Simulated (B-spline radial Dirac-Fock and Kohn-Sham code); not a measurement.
Compton profile of W⁷³⁺

System: tungsten as W⁷³⁺, 1s1.

Input file task.json (cfg lists n, l and occupation; rrms is the nuclear radius in fm):

```json
{"items": [{
  "Z": 74,
  "q": 73,
  "cfg": [[1, 0, 1]],
  "A": 184,
  "rrms": 5.3658,
  "do": ["scatter"],
  "s": [0.0, 0.05, 0.1, 0.15, 0.2, 0.25, 0.3, 0.35, 0.4, 0.45, 0.5, 0.6, 0.7, 0.8, 0.9, 1.0, 1.1, 1.2, 1.4, 1.6, 1.8, 2.0, 2.5, 3.0, 3.5, 4.0, 5.0, 6.0],
  "pz": [0, 0.1, 0.2, 0.3, 0.4, 0.5, 0.6, 0.8, 1.0, 1.2, 1.4, 1.6, 1.8, 2.0, 2.5, 3.0, 4.0, 5.0, 7.0, 10.0, 15.0, 20.0, 30.0, 40.0, 60.0, 100.0],
  "hv_scatter": [1000, 2000, 5000, 8047.8, 30000, 50000, 100000, 1000000]
}]}
```

Run with: `python xray_run.py task.json out`

Model: the impulse approximation on Dirac-Fock orbitals of the configuration average with a finite nucleus. Program: a radial atomic solver. pz is in atomic units of momentum; subshell profiles are per electron, for a selection of subshells; open shells are spread over both j values by their weights.

| pz | J total | J 1s1/2 |
| --- | --- | --- |
| 0 | 0.01001 | 0.0100 |
| 2.5 | 0.009981 | 0.00998 |
| 3 | 0.009969 | 0.00997 |
| 4 | 0.009937 | 0.00994 |
| 5 | 0.009896 | 0.00990 |
| 7 | 0.009788 | 0.00979 |
| 10 | 0.009565 | 0.00956 |
| 15 | 0.009046 | 0.00905 |
| 20 | 0.008385 | 0.00838 |
| 30 | 0.006834 | 0.00683 |
| 40 | 0.005271 | 0.00527 |
| 60 | 0.002851 | 0.00285 |
| 100 | 0.0007869 | 0.000787 |

J(0) = 0.01001. The 1s1/2 subshell gives the largest part, 100 %.

Mean momentum ⟨p⟩ by subshell (a.u.): 1s1/2 77.9.

Values without a named source are computed, but for edge energies of neutral atoms, which are taken from tables.
